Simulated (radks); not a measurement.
Excited configurations of the bromine ion Br3+: one electron is placed in a higher orbital outside [Ar] 3d10 4s2 4p1. The ground configuration is [Ar] 3d10 4s2 4p2. Calculated with a radial shooting solver on a logarithmic mesh with Libxc functionals: Dirac Kohn-Sham, PBE, spin-unpolarised, spherical densities, finite nucleus; open shells fill j = l - 1/2 first; Fermi nuclear charge, rms radius 4.1629 fm. Excitation = E - E(ground); binding = E(ion) - E, where the ion is the core of charge +4; n* = 4/sqrt(2 binding) in atomic units, and the quantum defect is n - n*.

outer orbital  excitation (eV)  binding (eV)     n*  eigenvalue (eV)  <r> (bohr)
4f5/2                   31.957        14.505  3.874          -11.970       4.021
5f5/2                   36.834         9.628  4.755           -8.323       7.078
6p1/2                   34.248        12.214  4.222          -10.844       6.630
6d3/2                   37.158         9.304  4.837           -8.228       8.253
6f5/2                   39.743         6.719  5.692           -5.932       10.88
7p1/2                   38.387         8.075  5.192           -7.237       10.12
7d3/2                   39.982         6.480  5.796           -5.789       12.18
7f5/2                   41.527         4.935  6.641           -4.408       15.41

The Delta-SCF ionisation energy is 46.462 eV (NIST Atomic Spectra Database: 47.78 eV, measured). Self-interaction in the functional shifts the binding energies and quantum defects, so they are the method's values and not measured ones. Spin polarisation and multiplet splitting are left out, so open shells lie too high by an amount that depends on their filling.

Beside tabulated values, note that spin-unpolarised runs miss the spin-polarisation part of the exchange energy of open shells.
